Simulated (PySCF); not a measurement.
## Dipole response of Au (gold, neutral)

[Xe] 4f14 5d10 6s1, 2S determinant. Calculation: PySCF 2.14, in ANO-RCC-VTZP; scalar relativity by spin-free X2C-1e. Coupled (time-dependent) response in atomic units; α is the mean over directions. The basis has no added diffuse functions, which lowers α and C₆.

```
method  mean α (bohr³)  C₆ (like pair)  S(−4)
  PBE0           33.27           290.5  507.3
```

S(−4) is the Cauchy moment in α(ω) = α(0) + S(−4) ω² + …

Reference α: 36 ± 3 bohr³ (recommended; Schwerdtfeger and Nagle, table of static dipole polarizabilities (2023 update)). Published C₆: 427.0 (Gould and Bucko (2016)).

α(iu) at PBE0:

| u (hartree) | α(iu) (bohr³) |
| --- | --- |
| 0 | 33.27 |
| 0.0500 | 32.07 |
| 0.100 | 29.09 |
| 0.200 | 22.12 |
| 0.300 | 16.90 |
| 0.500 | 11.23 |
| 0.750 | 8.002 |
| 1.00 | 6.205 |
| 1.50 | 4.097 |
| 2.00 | 2.882 |
| 3.00 | 1.621 |
| 5.00 | 0.7108 |

A single London oscillator, α(iu) = α/(1 + u²/ω²), gives C₆ = (3/4) ω α². Matching the computed C₆ needs ω = 4 × 290.5 / (3 × 33.27²) = 0.350 hartree.

Spin-orbit coupling, which splits the p, d and f shells strongly at this Z, is absent.
